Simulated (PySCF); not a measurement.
B3LYP has the VWN-RPA correlation part, as in Gaussian. 

```xyz
7

C      0.2780     1.0625    -1.3798
C     -0.0138     0.2161    -0.5738
N     -0.3842    -0.7892     0.2182
C     -0.1908    -0.7635     1.4753
H      0.5410     1.8168    -2.0783
H     -0.5164    -1.6151     2.0643
H      0.2862     0.0724     1.9908
```

Charge 0, multiplicity 1.

Task: Give the Mulliken and meta-Löwdin atomic charges from B3LYP-D3(BJ)/def2-TZVP (PySCF).

Result: 
| atom | Mulliken (e) | meta-Löwdin (e) |
|---|---|---|
| C1 | -0.39 | -0.25 |
| C2 | 0.18 | 0.06 |
| N3 | -0.14 | -0.18 |
| C4 | -0.08 | -0.05 |
| H5 | 0.19 | 0.17 |
| H6 | 0.13 | 0.13 |
| H7 | 0.10 | 0.11 |
